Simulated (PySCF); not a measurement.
**SiOs: frontier orbitals**

revPBE at R = 2.127 Å; PySCF, scalar-relativistic core potentials, basis sets Si def2-TZVPP, Os def2-TZVPP with ECP60. State: ³Σ⁻ (triplet), unpaired electrons δ ↑↑. Only the outer orbitals are listed, counted within each symmetry, core potentials removing the inner ones.

```csv
spin,orbital,occ.,ε (eV),on Si (%),main shells (%)
α,6σ,1,-11.04,79,"78 Si s, 11 Os d, 9 Os s"
α,3π,1,-6.68,18,"81 Os d, 16 Si p"
α,3π,1,-6.68,18,"81 Os d, 16 Si p"
α,1δ,1,-6.44,0,100 Os d
α,1δ,1,-6.44,0,100 Os d
α,7σ,1,-6.34,29,"67 Os d, 17 Si p, 12 Si s"
α,8σ,1,-5.81,28,"66 Os s, 22 Si p"
α,4π,0,-3.08,68,"68 Si p, 19 Os p, 13 Os d"
α,4π,0,-3.08,68,"68 Si p, 19 Os p, 13 Os d"
α,9σ,0,-1.92,43,"42 Si p, 29 Os p, 21 Os s"
β,5σ,1,-48.14,1,99 Os p
β,2π,1,-47.98,0,100 Os p
β,2π,1,-47.98,0,100 Os p
β,6σ,1,-11.28,83,"82 Si s, 9 Os d"
β,7σ,1,-6.02,57,"42 Si p, 32 Os d, 14 Si s"
β,3π,1,-6.02,35,"64 Os d, 33 Si p"
β,3π,1,-6.02,35,"64 Os d, 33 Si p"
β,8σ,1,-4.66,5,"57 Os s, 38 Os d"
β,1δ,0,-4.35,1,99 Os d
β,1δ,0,-4.35,1,99 Os d
β,4π,0,-2.92,59,"58 Si p, 29 Os d, 12 Os p"
```

Task: Which are the highest filled and the lowest empty level, where do they sit, and how wide is the gap?

Result: Highest filled β 8σ at -4.66 eV (in %: 57 Os s, 38 Os d); lowest empty β 1δ at -4.35 eV (in %: 99 Os d); the gap at revPBE is 0.31 eV.

```json
{
 "bond order (Mayer)": "2.62",
 "⟨S²⟩": "2.091",
 "charge on Si (Mulliken, basis-dependent)": "0.08",
 "charge on Si (Löwdin, basis-dependent)": "0.17",
 "dipole moment (positive dipole means Si(−)Os(+))": "0.28 D"
}
```

Spin–orbit coupling is left out. With d or f electrons several states lie close, and the lowest PBE0 determinant need not be the measured ground state.
